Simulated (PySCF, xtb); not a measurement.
C3H8BNO, SMILES C=CCB(N)O.

GFN2-xTB run with xtb at its own geometry gives an orbital gap of 5.17 eV and a dipole moment of 2.82 D.

Coordinates come from a PBE-D3(BJ)/def2-SVP optimisation. The values are those of a single conformer.

Question: What does PBE/def2-TZVP in PySCF give? (The exact figures need the calculation; the answer reports its results.)

Answer: gap 5.24 eV (levels -5.91 and -0.68 eV), dipole 2.43 D.
